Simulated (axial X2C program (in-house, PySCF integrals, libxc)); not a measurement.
## HfCl: cheaper levels and CCSD(T), two-component

All values were computed with an in-house all-electron X2C program for linear molecules (integrals from PySCF). Two-component (2c) means X2C with spin–orbit coupling and atomic mean-field two-electron Coulomb and Gaunt terms. Basis: Hf dyall-cv3z [13s14p9d7f4g], Cl dyall-av3z [9s8p3d2f] (cores contracted in-house); Gaussian nuclei, density fitting, unrestricted open shells. Masses: Hf 179.947 u, Cl 34.969 u.

State: Ω = 3/2 (⟨Sz⟩ = -0.52, ⟨Lz⟩ = 2.02 at HF); fragments Hf + Cl.

| level | Re (Å) | ωe (cm⁻¹) |
| --- | --- | --- |
| PBE0 | 2.292 | 377.1 |
| HF | 2.374 | 350.1 |
| CCSD | 2.329 | 366.9 |
| LDA | 2.247 | 397.5 |

Correlated methods: 19 electrons correlated (number of frozen shells: Hf 4 s, 3 p, 2 d, 1 f; Cl 2 s, 1 p), 315 virtual spin orbitals or spinors in MP2, 110 natural virtuals in coupled cluster.

CCSD(T), same Hamiltonian and basis:

Re = 2.323 Å, ωe = 369.4 cm⁻¹; T1 = 0.034 (Lee–Taylor normalisation).

(1) Give the differences from CCSD(T) in the columns below.

The state is one determinant whose occupation by symmetry is held fixed; it was picked as the lowest of a PBE0 search that is not exhaustive. De is not given where an atomic determinant may have missed its ground term or J level, or where the truncated virtual space spoils (T). Density functionals use the spin component along the axis (collinear). CCSD and (T) use frozen natural virtuals with an MP2 correction for the truncation; (T) itself is uncorrected, so its De runs slightly low. Other states lie close and PBE0, whose exact exchange favours high spin, may order them wrongly; the determinant shown need not be the ground state. The nearest other 2c determinant of the search, Ω = 5/2, lies 0.38 eV up at the distance of the search. The functionals have no current-density term, which raises determinants with orbital currents, atoms included. The determinant is spin-polarised beyond a pure state at some levels (its spin-free form has ⟨S²⟩ too high), which makes Re and μ there less reliable.

Answers

(1) 

| level | ΔRe (Å) | Δωe (cm⁻¹) |
| --- | --- | --- |
| PBE0 | -0.031 | 8 |
| HF | 0.051 | -19 |
| CCSD | 0.006 | -2 |
| LDA | -0.076 | 28 |
